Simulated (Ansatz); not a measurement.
Gas-phase electronic energies from Ansatz, PBE0-D4/def2-TZVP geometries. CBS: MP2 limit from def2 TZ/QZ plus the TZ coupled-cluster correction, frozen cores. This one scheme is used for every species. Functionals use def2-TZVPP. B3LYP here is the variant with VWN-RPA as its local correlation; programs differ in this. Elements past krypton have def2 core potentials. For Sn outer-core shells are correlated without core-valence functions, which leaves a few kJ/mol of doubt a bond. Each species was taken in one conformer, which may not be the lowest.

Consider the substitution at a C–Sn bond: `O[CH2][SnH2][SH]` + `N#CO` → `N#COCO` + `[SH][SnH3]`.

```json
{"level": "PBE-D4", "ΔE (kJ/mol)": "22.1", "difference from CCSD(T)/CBS": "-2.9"}
{"level": "PBE0-D4", "ΔE (kJ/mol)": "18.0", "difference from CCSD(T)/CBS": "-7.0"}
{"level": "B3LYP-D4", "ΔE (kJ/mol)": "15.6", "difference from CCSD(T)/CBS": "-9.4"}
{"level": "ωB97X-V", "ΔE (kJ/mol)": "10.1", "difference from CCSD(T)/CBS": "-14.9"}
{"level": "B2PLYP", "ΔE (kJ/mol)": "12.8", "difference from CCSD(T)/CBS": "-12.2"}
{"level": "PBE", "ΔE (kJ/mol)": "18.3", "difference from CCSD(T)/CBS": "-6.7"}
{"level": "B3LYP", "ΔE (kJ/mol)": "9.3", "difference from CCSD(T)/CBS": "-15.7"}
{"level": "HF/def2-TZVPP", "ΔE (kJ/mol)": "-13.5", "difference from CCSD(T)/CBS": "-38.5"}
{"level": "MP2/def2-TZVPP", "ΔE (kJ/mol)": "23.5", "difference from CCSD(T)/CBS": "-1.5"}
{"level": "SCS-MP2/def2-TZVPP", "ΔE (kJ/mol)": "16.0", "difference from CCSD(T)/CBS": "-9.0"}
{"level": "CCSD/def2-TZVPP", "ΔE (kJ/mol)": "13.4", "difference from CCSD(T)/CBS": "-11.6"}
{"level": "CCSD(T)/def2-TZVPP", "ΔE (kJ/mol)": "16.1", "difference from CCSD(T)/CBS": "-8.9"}
{"level": "SCS-MP2/def2-QZVPP", "ΔE (kJ/mol)": "20.8", "difference from CCSD(T)/CBS": "-4.2"}
{"level": "HF/CBS(def2)", "ΔE (kJ/mol)": "-13.6", "difference from CCSD(T)/CBS": "-38.6"}
{"level": "MP2/CBS(def2)", "ΔE (kJ/mol)": "32.4", "difference from CCSD(T)/CBS": "7.4"}
{"level": "CCSD/CBS(def2)", "ΔE (kJ/mol)": "22.3", "difference from CCSD(T)/CBS": "-2.7"}
{"level": "CCSD(T)/CBS", "ΔE (kJ/mol)": "25.0", "difference from CCSD(T)/CBS": "0"}
```

Largest T1 diagnostic among the species: 0.014.

In def2-TZVPP, CCSD(T) changes the Hartree–Fock value by +29.6 kJ/mol (the triples alone add +2.7 kJ/mol) and MP2 by +37.0 kJ/mol. The D4 term adds +6.3 kJ/mol with B3LYP and +3.4 kJ/mol with PBE0; it sums over pairs of atoms, weighted by their polarisabilities, and B3LYP, whose exchange is more repulsive, gets the larger term.
